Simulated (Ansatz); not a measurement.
Correlation energies of `CB[SiH2][SiH2]Cl` by basis set

```xyz
13

C     0.7076   -1.9413    0.6889
B    -0.5915   -1.1438    0.4189
Si   -0.7438    0.8319    0.7514
Si   -0.0373    1.8186   -1.2565
Cl    1.7993    1.0124   -1.7769
H     1.3677   -1.5396    1.4590
H     1.2584   -1.8435   -0.2648
H     0.5594   -3.0135    0.8358
H    -1.5066   -1.6805   -0.1425
H    -2.1323    1.3209    0.9899
H     0.1443    1.3590    1.8262
H     0.1456    3.2889   -1.1544
H    -0.9709    1.5305   -2.3751
```

Total charge 0; spin multiplicity 1. All single points use the PBE0-D4/def2-TZVP geometry. It is one conformer, not always the lowest. Frozen core, restricted reference, the Gaussian-basis code of Ansatz. CBS rows extrapolate triple and quadruple zeta; past MP2 they add the triple-zeta difference.

```json
{"basis": "def2-TZVPP", "HF (Eh)": "?", "MP2 corr.": "-0.71329", "CCSD corr.": "?", "(T)": "-0.03101", "CCSD(T) total": "?"}
{"basis": "def2-QZVPP", "HF (Eh)": "-1104.69813", "MP2 corr.": "?", "CCSD corr.": "–", "(T)": "–", "CCSD(T) total": "–"}
{"basis": "CBS(def2)", "HF (Eh)": "-1104.70275", "MP2 corr.": "-0.81072", "CCSD corr.": "?", "(T)": "as TZ", "CCSD(T) total": "?"}
```

(1) Fill in the withheld values. (Estimate.)

## Answers

(1) Computed: def2-TZVPP HF (Eh): -1104.66460; def2-TZVPP CCSD corr.: -0.79278; def2-TZVPP CCSD(T) total: -1105.48839; def2-QZVPP MP2 corr.: -0.76926; CBS(def2) CCSD corr.: -0.89021; CBS(def2) CCSD(T) total: -1105.62397.
